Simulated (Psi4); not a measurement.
IIn (SMILES [In][I]), singlet, at a GFN2-xTB geometry (such geometries of metal compounds can be far from the true shape) (core potentials on I, In); B3LYP/def2-SVP, TDDFT (Psi4).

Here is a job for Psi4.
```
memory 2 GB

molecule mol {
0 1
  In   -0.000000   -0.000000   -1.449299
  I     0.000000    0.000000    1.339918
symmetry c1
}

set basis def2-svp
set reference rks
set puream true
set save_jk true
set tdscf_states [5]
set tdscf_tda false
set d_convergence 1e-8

energy('td-b3lyp')
print_variables()
```

Output, abridged:

```
   => Loading Basis Set <=

    Name: DEF2-SVP
    Role: ORBITAL
    Keyword: BASIS

    !!!  WARNING: ECP capability is in beta. Please check occupations closely.  !!!

         ---------------------------------------------------------
                                   SCF
               by Justin Turney, Rob Parrish, Andy Simmonett
                          and Daniel G. A. Smith
                              RKS Reference
         ---------------------------------------------------------

  ==> Geometry <==

    Molecular point group: c1
    Full point group: C_inf_v

    Geometry (in Angstrom), charge = 0, multiplicity = 1:

       Center              X                  Y                   Z               Mass
    ------------   -----------------  -----------------  -----------------  -----------------
         IN           0.000000000000     0.000000000000    -1.463820870578   114.903878776000
         I            0.000000000000     0.000000000000     1.325396129422   126.904471900000

  Running in c1 symmetry.

  Rotational constants: A = ************  B =      0.03593  C =      0.03593 [cm^-1]
  Rotational constants: A = ************  B =   1077.23950  C =   1077.23950 [MHz]
  Nuclear repulsion =   99.604310314238731

  Charge       = 0
  Multiplicity = 1
  Electrons    = 46
  Nalpha       = 23
  Nbeta        = 23

  ==> Algorithm <==

  SCF Algorithm Type is DF.
  DIIS enabled.
  MOM disabled.
  Fractional occupation disabled.
  Guess Type is SAD.
  Energy threshold   = 1.00e-06
  Density threshold  = 1.00e-08
  Integral threshold = 1.00e-12

  ==> Primary Basis <==

  Basis Set: DEF2-SVP
    Blend: DEF2-SVP
    Number of shells: 20
    Number of basis functions: 52
    Number of Cartesian functions: 56
    Spherical Harmonics?: true
    Max angular momentum: 2

  Core potential: DEF2-SVP
    Number of shells: 8
    Number of ECP primitives: 47
    Number of ECP core electrons: 56
    Max angular momentum: 3

  ==> DFT Potential <==

   => LibXC <=

    Version 7.1.2
    S. Lehtola, C. Steigemann, M. J. T. Oliveira, and M. A. L. Marques,  SoftwareX 7, 1–5 (2018) (10.1016/j.softx.2017.11.002)

   => Composite Functional: B3LYP <=

    B3LYP Hyb-GGA Exchange-Correlation Functional

    P. J. Stephens, F. J. Devlin, C. F. Chabalowski, and M. J. Frisch,  J. Phys. Chem. 98, 11623 (1994) (10.1021/j100096a001)

    Deriv               =              1
    GGA                 =           TRUE
    Meta                =          FALSE

    Exchange Hybrid     =           TRUE
    MP2 Hybrid          =          FALSE

   => Exchange Functionals <=

    0.0800   Slater exchange
    0.7200         Becke 88

   => Exact (HF) Exchange <=

    0.2000               HF

   => Correlation Functionals <=

    0.1900   Vosko, Wilk & Nusair (VWN5_RPA)
    0.8100   Lee, Yang & Parr

   => LibXC Density Thresholds  <==

    XC_HYB_GGA_XC_B3LYP:  1.00E-15

   => Molecular Quadrature <=

    Radial Scheme          =       TREUTLER
    Pruning Scheme         =           NONE
    Nuclear Scheme         =       TREUTLER

    Blocking Scheme        =         OCTREE
    BS radius alpha        =              1
    Pruning alpha          =              1
    Radial Points          =             75
    Spherical Points       =            302
    Total Points           =          41640
    Total Blocks           =            405
    Max Points             =            256
    Max Functions          =             52
    Weights Tolerance      =       1.00E-15

   => Loading Basis Set <=

    Name: (DEF2-SVP AUX)
    Role: JKFIT
    Keyword: DF_BASIS_SCF

  ==> Integral Setup <==

  SCF_SUBTYPE=INCORE selected. In-core MEM_DF algorithm will be used.
  Using in-core AOs.

  ==> MemDFJK: Density-Fitted J/K Matrices <==

    J tasked:                   Yes
    K tasked:                   Yes
    wK tasked:                   No
    Algorithm:                 Core
    Schwarz Cutoff:           1E-12
    Mask sparsity (%):       0.8136
    Fitting Condition:        1E-10

   => Auxiliary Basis Set <=

  Basis Set: (DEF2-SVP AUX)
    Blend: DEF2-UNIVERSAL-JKFIT
    Number of shells: 92
    Number of basis functions: 436
    Number of Cartesian functions: 618
    Spherical Harmonics?: true
    Max angular momentum: 5

  Minimum eigenvalue in the overlap matrix is 2.6484490263E-02.
  Reciprocal condition number of the overlap matrix is 7.7373348965E-03.
    Using symmetric orthogonalization.

  ==> Pre-Iterations <==

  SCF Guess: Superposition of Atomic Densities via on-the-fly atomic UHF (no occupation information).

   -------------------------
    Irrep   Nso     Nmo
   -------------------------
     A         52      52
   -------------------------
    Total      52      52
   -------------------------

  ==> Iterations <==

                           Total Energy        Delta E     RMS |[F,P]|

   @DF-RKS iter SAD:  -484.32165291684629   -4.84322e+02   0.00000e+00
   @DF-RKS iter   1:  -487.81320236585555   -3.49155e+00   1.16840e-02 ADIIS/DIIS
   @DF-RKS iter   2:  -485.99209058938419    1.82111e+00   2.73258e-02 ADIIS/DIIS
   @DF-RKS iter   3:  -488.04459130954382   -2.05250e+00   4.48427e-03 ADIIS/DIIS
   @DF-RKS iter   4:  -488.07177961880836   -2.71883e-02   1.98217e-03 ADIIS/DIIS
   @DF-RKS iter   5:  -488.07967232961772   -7.89271e-03   4.01744e-04 ADIIS/DIIS
   @DF-RKS iter   6:  -488.08014181361409   -4.69484e-04   1.05581e-04 ADIIS/DIIS
   @DF-RKS iter   7:  -488.08017434263104   -3.25290e-05   1.81513e-05 DIIS
   @DF-RKS iter   8:  -488.08017488713807   -5.44507e-07   1.44225e-06 DIIS
   @DF-RKS iter   9:  -488.08017489318752   -6.04945e-09   3.53320e-07 DIIS
   @DF-RKS iter  10:  -488.08017489354222   -3.54703e-10   4.77052e-08 DIIS
   @DF-RKS iter  11:  -488.08017489354683   -4.60432e-12   1.89117e-08 DIIS
   @DF-RKS iter  12:  -488.08017489354802   -1.19371e-12   1.38309e-09 DIIS
  Energy and wave function converged.

  ==> Post-Iterations <==

   Electrons on quadrature grid:
[...]
  @DF-RKS Final Energy:  -488.08017489354802
    Total Energy =                       -488.0801748935480191
[...]
 Magnitude           :                                                    1.3637806

 ------------------------------------------------------------------------------------

******************************************************************************************
**********                               WARNING                                **********
**********       The names of excited state variables changed between 1.5       **********
**********     and 1.6. For a quick solution, remove the symmetry specifier     **********
**********   from the variable name. For full details, see 'Notes on Psivars'   **********
**********                        in the documentation.                         **********
******************************************************************************************

         ---------------------------------------------------------
                         TDSCF excitation energies
                 by Andrew M. James and Daniel G. A. Smith
         ---------------------------------------------------------

  ==> Options <==

     Residual threshold  : 1.0000e-06
     Initial guess       : denominators
     Reference           : RHF
     Solver type         : RPA (Hamiltonian)

  ==> Requested Excitations <==

      5 singlet states with A symmetry

  ==> Seeking the lowest 5 singlet states with A symmetry

                        Generalized Hamiltonian Solver
                              By Andrew M. James

  ==> Options <==

    Max number of iterations        = 60
    Eigenvector tolerance           = 1.0000e-06
    Max number of expansion vectors = 1500

  => Iterations <=
                              Max[D[value]]     Max[|R|]   # vectors
  HamiltonianSolver iter   1:   1.39236e-01  7.48019e-02     20
  HamiltonianSolver iter   2:   2.39281e-03  1.41197e-02     30
  HamiltonianSolver iter   3:   3.94276e-05  2.10617e-03     40
  HamiltonianSolver iter   4:   5.06505e-07  2.91350e-04     50
  HamiltonianSolver iter   5:   4.51025e-09  4.14719e-05     60
  HamiltonianSolver iter   6:   6.18598e-11  4.40783e-06     69
  HamiltonianSolver iter   7:   7.03354e-13  4.82200e-07     75      Converged

******************************************************************************************
**********                               WARNING                                **********
**********  Length-gauge rotatory strengths are **NOT** gauge-origin invariant  **********
******************************************************************************************

                                    Excitation Energy         Total Energy        Oscillator Strength             Rotatory Strength
     #   Sym: GS->ES (Trans)        au              eV              au          au (length)    au (velocity)    au (length)    au (velocity)
    ---- -------------------- --------------- --------------- --------------- --------------- --------------- --------------- ---------------
     1        A->A (1 A)       0.13609         3.70332        -487.94408       0.0000          0.0000         -0.0000         -0.0000
     2        A->A (1 A)       0.13670         3.71979        -487.94348       0.0329          0.0332         -0.0000         -0.0000
     3        A->A (1 A)       0.13670         3.71979        -487.94348       0.0329          0.0332          0.0000          0.0000
     4        A->A (1 A)       0.13884         3.77804        -487.94133       0.0000          0.0000         -0.0000         -0.0000
     5        A->A (1 A)       0.13884         3.77804        -487.94133       0.0000          0.0000         -0.0000         -0.0000

Contributing excitations and de-excitations
Only contributions with abs(coeff) > 1.00e-01 will be printed:

Excited State    1 (1 A):   0.13609 au   334.79 nm f = 0.0000
  Sums of squares: Xssq =  1.000117e+00; Yssq =  1.166099e-04; Xssq - Yssq =  1.000000e+00
     21a  ->  25a     0.706814 (49.959%)
     22a  ->  24a    -0.706814 (49.959%)

Excited State    2 (1 A):   0.13670 au   333.31 nm f = 0.0329
  Sums of squares: Xssq =  1.005256e+00; Yssq =  5.255601e-03; Xssq - Yssq =  1.000000e+00
     20a  ->  24a     0.106109 ( 1.126%)
     23a  ->  24a    -0.995307 (99.064%)

Excited State    3 (1 A):   0.13670 au   333.31 nm f = 0.0329
  Sums of squares: Xssq =  1.005256e+00; Yssq =  5.255601e-03; Xssq - Yssq =  1.000000e+00
     20a  ->  25a     0.106109 ( 1.126%)
     23a  ->  25a    -0.995307 (99.064%)

Excited State    4 (1 A):   0.13884 au   328.17 nm f = 0.0000
  Sums of squares: Xssq =  1.000065e+00; Yssq =  6.535575e-05; Xssq - Yssq =  1.000000e+00
     21a  ->  24a     0.694193 (48.190%)
     21a  ->  25a    -0.133680 ( 1.787%)
     22a  ->  24a    -0.133680 ( 1.787%)
     22a  ->  25a    -0.694193 (48.190%)

Excited State    5 (1 A):   0.13884 au   328.17 nm f = 0.0000
  Sums of squares: Xssq =  1.000065e+00; Yssq =  6.535718e-05; Xssq - Yssq =  1.000000e+00
     21a  ->  24a     0.133680 ( 1.787%)
     21a  ->  25a     0.694193 (48.190%)
     22a  ->  24a     0.694193 (48.190%)
     22a  ->  25a    -0.133680 ( 1.787%)

******************************************************************************************
**********                               WARNING                                **********
**********       The names of excited state variables changed between 1.5       **********
**********     and 1.6. For a quick solution, remove the symmetry specifier     **********
**********   from the variable name. For full details, see 'Notes on Psivars'   **********
**********                        in the documentation.                         **********
******************************************************************************************

  Variable Map:
  ----------------------------------------------------------------------------
[...]
  Array Variable Map:
  ----------------------------------------------------------------------------
[...]
[...]
```
